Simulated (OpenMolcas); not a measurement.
A run on Cr2+ among 4 point charges of -3 e arranged as a tetrahedron (Td), 1.85 Å from the ion.

| Item | Value |
| --- | --- |
| Program | OpenMolcas 26.06 |
| Method | SS-CASPT2, IPEA 0.25 Eh, imaginary shift 0.1 Eh (closed shells correlated: 3s 3p) |
| Basis | ANO-RCC-VDZP [5s4p2d1f] |
| Scalar Hamiltonian | DKH2, point nucleus |
| Active space | 4 electrons in 5 orbitals (3d) |
| State averaging | 2S+1 = 5 even, 5 roots; 2S+1 = 3 even, 45 roots; 2S+1 = 1 even, 50 roots |
| Spin-orbit coupling | state interaction with AMFI integrals over the reference wave functions |

First CASPT2 step and the start of its output:

```
&CASPT2
Multistate=5 1 2 3 4 5
NoMult
Frozen=5
IPEA=0.25
Imaginary=0.1
MaxIter=60
WThr=0.0 0.3 0.05
PrWF=0.5
NoMix
```

```
--- CASPT2 ---
Orbital specifications:
      -----------------------

      Symmetry species                           1
                                                 a
      Frozen orbitals                            5
      Inactive orbitals                          4
      Active orbitals                            5
      Secondary orbitals                        20
      Deleted orbitals                           0
      Number of basis functions                 34
Type of calculation                        SS-CASPT2
      Fock operator                              state-specific
      IPEA shift                                 0.25
      Real shift                                 0.00
      Imaginary shift                            0.10
      The input orbitals will be transformed to quasi-canonical
Reference energy:       -1055.8568143375
      E2 (Non-variational):      -0.3271841173
      Shift correction:          -0.0008671506
      E2 (Variational):          -0.3280512679
      Total energy:           -1056.1848656054
      Residual norm:              0.0000008333
      Reference weight:           0.91240
      Contributions to the CASPT2 correlation energy
      Active & Virtual Only:         -0.0608711520
      One Inactive Excited:          -0.1427174946
      Two Inactive Excited:          -0.1235954707
Reference energy:       -1055.8568143375
      E2 (Non-variational):      -0.3271839717
      Shift correction:          -0.0008671499
      E2 (Variational):          -0.3280511216
      Total energy:           -1056.1848654591
      Residual norm:              0.0000008291
      Reference weight:           0.91240
      Contributions to the CASPT2 correlation energy
      Active & Virtual Only:         -0.0608693351
...
```

Over all roots the printed reference weights run from 0.59 to 0.92, and roots that are degenerate in the reference spread by up to 4300 cm-1.

Problem. Did the run give usable levels, and if not, why?

Solution. No. The equations converged, but the reference weight falls to 0.59 for at least one root against 0.92 for the best. A drop of that size marks an intruder state, so the energies of such roots and the levels built on them can't be trusted.
